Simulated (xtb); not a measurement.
C2H3O, charge +1, singlet, geometry from GFN2-xTB; xtb 6.7.1 with GFN1-xTB.

The xtb input:
```
$ xtb mol.xyz --gfn 1 --chrg 1 --json

# file mol.xyz
6

C     -0.01166182    -0.08945283    -1.26513497
C     -0.00757544    -0.00008331    -0.00740794
H      0.04865840     0.76815996    -1.92812251
H     -0.05703832    -1.03326988    -1.79977604
O      0.10024135     0.07934483     1.19620992
H     -0.67812734     0.16756814     1.79347667
```

Problem. Predict the main parts of the log of this xtb run.

Solution. 
```
   ID    Z sym.   atoms
    1    6 C      1, 2
    2    1 H      3, 4, 6
    3    8 O      5

           -------------------------------------------------
          |                Calculation Setup                |
           -------------------------------------------------

           -------------------------------------------------
          |                 G F N 1 - x T B                 |
           -------------------------------------------------

          ...................................................
          :                      SETUP                      :
          :.................................................:
          :  # basis functions                  18          :
          :  # atomic orbitals                  18          :
          :  # shells                           12          :
          :  # electrons                        16          :
          :  # halogen bonds                     0          :
          :  max. iterations                   250          :
          :  Hamiltonian                  GFN1-xTB          :
          :  restarted?                      false          :
          :  GBSA solvation                  false          :
          :  PC potential                    false          :
          :  electronic temp.          300.0000000     K    :
          :  accuracy                    1.0000000          :
          :  -> integral cutoff          0.2500000E+02      :
          :  -> integral neglect         0.1000000E-07      :
          :  -> SCF convergence          0.1000000E-05 Eh   :
          :  -> wf. convergence          0.2000000E-04 e    :
          :  Broyden damping             0.4000000          :
          :  net charge                          1          :
          :  unpaired electrons                  0          :
          ...................................................

 iter      E             dE          RMSdq      gap      omega  full diag
   1    -10.0345809 -0.100346E+02  0.845E+00    4.97       0.0  T
   2    -10.1011305 -0.665497E-01  0.482E+00    3.90       1.0  T
   3    -10.1092782 -0.814770E-02  0.290E+00    4.50       1.0  T
   4    -10.1218416 -0.125634E-01  0.139E-01    4.19       1.0  T
   5    -10.1220008 -0.159230E-03  0.495E-02    4.22       1.0  T
   6    -10.1220056 -0.474953E-05  0.102E-02    4.22       4.0  T
   7    -10.1220062 -0.634923E-06  0.215E-03    4.21      19.0  T
   8    -10.1220063 -0.290245E-07  0.500E-04    4.21      81.7  T
[...]
         :: total energy              -9.961261229271 Eh    ::
[...]
        10                         -0.4973607             -13.5339
        11                         -0.3972406             -10.8095
        12                         -0.3644416              -9.9170
        13                         -0.3100766              -8.4376
        14                         -0.0471530              -1.2831
        15                          0.0664802               1.8090
        16                          0.1016240               2.7653
        17                          0.1280368               3.4841
        18                          0.9093882              24.7457
      -------------------------------------------------------------
                  HL-Gap            0.1548855 Eh            4.2146 eV
             Fermi-level           -0.6537538 Eh          -17.7895 eV

  Mulliken/CM5 charges         n(s)   n(p)   n(d)
     1C    -0.06382 -0.15908   1.044  3.020  0.000
     2C     0.47837  0.50034   1.032  2.490  0.000
     3H     0.19913  0.25232   0.801  0.000  0.000
     4H     0.19913  0.25232   0.801  0.000  0.000
     5O    -0.29608 -0.49249   1.657  4.639  0.000
     6H     0.48326  0.64661   0.517  0.000  0.000

Wiberg/Mayer (AO) data.
largest (>0.10) Wiberg bond orders for each atom

 ---------------------------------------------------------------------------
     #   Z sym  total        # sym  WBO       # sym  WBO       # sym  WBO
 ---------------------------------------------------------------------------
     1   6 C    3.966 --     2 C    2.077     3 H    0.862     4 H    0.862
                             5 O    0.122
     2   6 C    3.727 --     1 C    2.077     5 O    1.529
     3   1 H    0.958 --     1 C    0.862
     4   1 H    0.958 --     1 C    0.862
     5   8 O    2.438 --     2 C    1.529     6 H    0.724     1 C    0.122
     6   1 H    0.771 --     5 O    0.724
 ---------------------------------------------------------------------------

Topologies differ in total number of bonds
Writing topology from bond orders to xtbtopo.mol

 dipole moment from electron density (au)
     X       Y       Z
  -0.8570   0.0428  -0.1049  total (Debye):    2.197

           -------------------------------------------------
          | TOTAL ENERGY               -9.961261229271 Eh   |
          | GRADIENT NORM               0.011228590140 Eh/α |
          | HOMO-LUMO GAP               4.214647755318 eV   |
           -------------------------------------------------

normal termination of xtb
```
